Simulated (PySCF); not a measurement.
A PySCF script (with the pyscf-properties extension) for the NMR shieldings of `C=C1[SiH2]C=C(C(Cl)Cl)C1=C`, C$_{7}$H$_{8}$Cl$_{2}$Si, on a GFN2-xTB geometry:

```python
import basis_set_exchange as bse
import numpy as np
from pyscf import gto, dft
from pyscf.prop import nmr

atoms = """
C     2.330179   -1.260781    0.088197
C     1.368056   -0.342681    0.074692
Si    1.616322    1.527862    0.193743
C    -0.244083    1.753551    0.090383
C    -0.888944    0.582345   -0.019557
C    -2.376558    0.546226   -0.124089
Cl   -3.113045   -0.366881    1.223219
Cl   -2.901822   -0.149941   -1.684290
C    -0.074930   -0.640992   -0.040003
C    -0.580335   -1.871799   -0.153518
H     3.365506   -0.976673    0.172306
H     2.144640   -2.321048    0.017319
H     2.177273    1.981378    1.467894
H     2.327830    2.113113   -0.944422
H    -0.781562    2.688028    0.110110
H    -2.800585    1.551767   -0.079594
H     0.056229   -2.738836   -0.164918
H    -1.632932   -2.068321   -0.239129
"""
names = dict.fromkeys(["C", "Si", "Cl", "H"], "pcSseg-1")
basis = {el: gto.basis.parse(bse.get_basis(n, elements=[el], fmt="nwchem")) for el, n in names.items()}
mol = gto.M(atom=atoms, basis=basis, charge=0, verbose=0)
mf = dft.RKS(mol, xc="PBE0")
mf.grids.level = 2
mf.grids.alignment = dft.numint.BLKSIZE   # the property module wants whole blocks of grid points
mf.conv_tol = 1e-9
mf.kernel()

calc = nmr.RKS(mf)   # GIAO
C = mf.mo_coeff
Co = C[:, mf.mo_occ > 0]
resp = mf.gen_response(singlet=True, hermi=2)
def vind(x):   # induced exchange potential for any number of trial vectors
    d = np.einsum("pi,xij,qj->xpq", C, 2 * x.reshape(-1, C.shape[1], Co.shape[1]), Co, optimize=True)
    return np.einsum("xpq,pi,qj->xij", resp(d - d.transpose(0, 2, 1)), C, Co, optimize=True).ravel()
mo1, _ = nmr.rhf.solve_mo1(calc, with_cphf=vind)
sigma = calc.kernel(mo1)
for i, s in enumerate(sigma):   # ppm
    w = np.linalg.eigvalsh((s + s.T) / 2)
    print("%2d %-2s iso %8.1f  s11 %8.1f  s22 %8.1f  s33 %8.1f" % (i, mol.atom_pure_symbol(i), w.mean(), *w))
```

Question: What does it print?

Answer: 
```
 0 C  iso     54.8  s11    -63.8  s22     58.8  s33    169.5
 1 C  iso     40.8  s11    -66.6  s22     31.5  s33    157.5
 2 Si iso    394.9  s11    355.8  s22    381.3  s33    447.7
 3 C  iso     52.6  s11    -40.2  s22     41.2  s33    156.7
 4 C  iso     20.4  s11    -98.4  s22     31.5  s33    128.1
 5 C  iso    100.9  s11     71.0  s22    110.0  s33    121.6
 6 Cl iso    657.4  s11    356.9  s22    622.9  s33    992.3
 7 Cl iso    653.5  s11    347.1  s22    619.8  s33    993.5
 8 C  iso     40.6  s11    -66.7  s22     50.8  s33    137.8
 9 C  iso     66.0  s11    -38.3  s22     59.3  s33    177.0
10 H  iso     25.7  s11     23.1  s22     23.8  s33     30.2
11 H  iso     24.8  s11     22.2  s22     23.4  s33     29.0
12 H  iso     26.9  s11     23.9  s22     24.6  s33     32.2
13 H  iso     26.9  s11     23.9  s22     24.6  s33     32.2
14 H  iso     25.4  s11     22.8  s22     24.5  s33     29.0
15 H  iso     25.0  s11     21.4  s22     23.7  s33     30.0
16 H  iso     25.2  s11     23.4  s22     24.3  s33     28.1
17 H  iso     25.0  s11     22.2  s22     23.1  s33     29.8
```

These numbers come from an equivalent density-fitted implementation of the same equations, which agrees with the script to about 0.01 ppm for H and up to a few tenths of a ppm for heavy atoms, so last digits may differ.

Question: Turn these shieldings into chemical shifts. δ = σ(ref) − σ, references computed at the same level: 13C (σ = 186.93 ppm) and 29Si (σ = 349.16 ppm) and 1H (σ = 31.72 ppm) vs TMS; HCl for 35Cl (σ = 949.78 ppm).

Answer: Averaging equivalent atoms: C 4: 166.5; C 8: 146.3; C 1: 146.1; C 3: 134.4; C 0: 132.1; C 9: 120.9; C 5: 86.1; Si 2: -45.8; Cl 6/7: 294; H 11: 6.88; H 15: 6.69; H 17: 6.69; H 16: 6.48; H 14: 6.28; H 10: 6.01; H 12/13: 4.83 ppm. 

Size and cost of the density-fitted run: 231 basis functions, 100 s wall time on 1 thread of an Arm Neoverse N1, shared host; peak memory 0.96 GiB.
